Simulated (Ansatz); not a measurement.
Relaxation of CH$_{3}$AlS$_{2}$ (7 atoms, charge 0, multiplicity 1), to a largest force component of 0.015 eV/Å in at most 40 steps.

Computed with Ansatz 0.2.0, RKS BHLYP-D4/6-31G*.

```xyz
7
Properties=species:S:1:pos:R:3:forces:R:3
S -2.703 0.221 -0.216 0.40 0.03 0.00
Al -0.533 0.108 -0.091 0.96 -0.13 0.10
C 1.150 -0.672 0.494 0.32 0.66 -0.48
S 1.367 0.951 -0.659 -0.74 -0.55 0.38
H -2.598 1.333 -0.954 -0.17 0.04 -0.04
H 1.669 -1.486 -0.011 -0.38 0.06 0.14
H 1.649 -0.455 1.437 -0.39 -0.12 -0.10
```

Problem. Where does it end, and by what steps?

Solution. The forces met the threshold. After 6 steps the energy has fallen by 0.086 eV; H5 moved furthest, 0.07 Å.

```json
{"step": "0", "energy less start (eV)": "0.0000", "largest force component (eV/Å)": "0.964", "accepted": "yes"}
{"step": "1", "energy less start (eV)": "-0.0127", "largest force component (eV/Å)": "0.656", "accepted": "yes"}
{"step": "2", "energy less start (eV)": "-0.0781", "largest force component (eV/Å)": "0.317", "accepted": "yes"}
{"step": "3", "energy less start (eV)": "-0.0846", "largest force component (eV/Å)": "0.132", "accepted": "yes"}
{"step": "4", "energy less start (eV)": "-0.0844", "largest force component (eV/Å)": "0.082", "accepted": "no"}
{"step": "5", "energy less start (eV)": "-0.0856", "largest force component (eV/Å)": "0.022", "accepted": "yes"}
{"step": "6", "energy less start (eV)": "-0.0857", "largest force component (eV/Å)": "0.001", "accepted": "yes"}
```

```xyz
7
Properties=species:S:1:pos:R:3
S -2.639 0.221 -0.194
Al -0.481 0.120 -0.092
C 1.178 -0.632 0.463
S 1.388 0.941 -0.645
H -2.662 1.314 -0.965
H 1.619 -1.497 -0.013
H 1.598 -0.468 1.445
```

Whether the end is a true minimum wasn't checked by a vibrational analysis.

The run took 26 s on 1 thread of Arm Neoverse V2 (shared host), peak memory 0.15 GiB.
